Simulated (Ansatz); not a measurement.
Coupled-cluster run, C2H6AlF (`[CH3][AlH][CH2]F`).

```yaml
crystal:
  periodic: [false, false, false]
  atoms:
    - {symbol: C, position_ang: [-1.328482, 0.778985, -0.772224]}
    - {symbol: Al, position_ang: [-0.086559, -0.664051, -0.342997]}
    - {symbol: C, position_ang: [1.357737, -0.319570, 0.973372]}
    - {symbol: F, position_ang: [2.172608, -1.437492, 1.183062]}
    - {symbol: H, position_ang: [-2.359545, 0.480485, -0.553227]}
    - {symbol: H, position_ang: [-1.127072, 1.705003, -0.228143]}
    - {symbol: H, position_ang: [-1.299810, 1.008188, -1.843139]}
    - {symbol: H, position_ang: [-0.206075, -2.094991, -1.019363]}
    - {symbol: H, position_ang: [0.953503, -0.016500, 1.949408]}
    - {symbol: H, position_ang: [2.006795, 0.508745, 0.656350]}
basis:
  gaussian: {orbitals: def2-SVP}
correlation: {method: ccsd_t}
```

```sh
$ ansatz run in.yaml --threads 2 --pin off --events-out ev --progress --plain --max-ram 4352MiB
```

Output of Ansatz, abridged:

```
Functional definition: HF
893 factors; integrals over basis functions are off by at most 1.3e-3 eV
mean field evaluation 1: about -11435.9098 eV, gradient 2.9e1 eV
mean field evaluation 2: about -11435.9729 eV, gradient 2.9e1 eV
mean field evaluation 4: about -11438.2012 eV, gradient 2.9e0 eV
mean field evaluation 8: about -11438.2304 eV, gradient 1.6e-1 eV
mean field -11438.23050134 eV, -420.3472178132 hartree, gradient 2.7e-6 eV, S^2 0.000000; 0 other end points of the search recorded, 0 dependent functions left out
8 core orbitals not correlated: weight in the atoms' cores, before any rotation towards them, 1.000 or more for the frozen orbitals, at most 0.000 for the correlated occupied ones
reference -11438.23050134 eV, -420.3472178132 hartree; 12, 12 occupied and 70, 70 virtual orbitals, 893 factors
second order -14.51148957 eV of doubles, -0.00000000 eV of singles
cycle   1  -15.29584436 eV  change   -7.8e-1 eV  update   8.1e-2
cycle   2  -15.68115120 eV  change   -3.9e-1 eV  update   2.4e-2
cycle   3  -15.76135781 eV  change   -8.0e-2 eV  update   1.1e-2
cycle   4  -15.76071839 eV  change    6.4e-4 eV  update   2.6e-3
cycle   5  -15.76008726 eV  change    6.3e-4 eV  update   9.9e-4
cycle   6  -15.76003956 eV  change    4.8e-5 eV  update   2.9e-4
cycle   7  -15.75994895 eV  change    9.1e-5 eV  update   1.1e-4
cycle   8  -15.75991754 eV  change    3.1e-5 eV  update   4.0e-5
cycle   9  -15.75991946 eV  change   -1.9e-6 eV  update   1.6e-5
perturbative correction -0.35500690 eV, -0.0130462628 hartree
Total energy: -11454.34542770 eV, -420.9394304337 hartree
```

Run time 3.7 s (2 threads of an Arm Neoverse V2 on a shared host); peak host memory 0.31 GiB.

Correlation energy per correlated electron: -0.671 eV. T1 diagnostic: 0.0099.
